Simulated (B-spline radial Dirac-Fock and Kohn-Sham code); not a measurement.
Binding energies of Mn in different valence configurations

The computed values come from a radial atomic solver: Dirac-Fock ΔSCF + Breit + QED. No correlation.

Reference: the tabulated ground configuration [Ar] 3d5 4s2, with 1s 6550.5 eV, 2s 785.0 eV, 2p1/2 664.0 eV, 2p3/2 653.8 eV, 3p1/2 64.11 eV, 3p3/2 62.88 eV, Kα1 5896.7 eV, Kβ1 6487.6 eV.

Q: One of these configurations gives the following shifts from the reference, in eV: average energy +4.93, 1s -11.09, 2s -12.78, 2p1/2 -12.48, 2p3/2 -12.49, 3p1/2 -9.82, 3p3/2 -9.75, Kα1 +1.40, Kβ1 -1.34. Which?
A. [Ar] 3d5 4s1 4p1
B. [Ar] 3d6 4s1
C. [Ar] 3d7
D. [Ar] 3d4 4s2 4p1

A: C. The others give [Ar] 3d4 4s2 4p1: 1s +9.04; [Ar] 3d5 4s1 4p1: 1s +1.41; [Ar] 3d6 4s1: 1s -6.46.
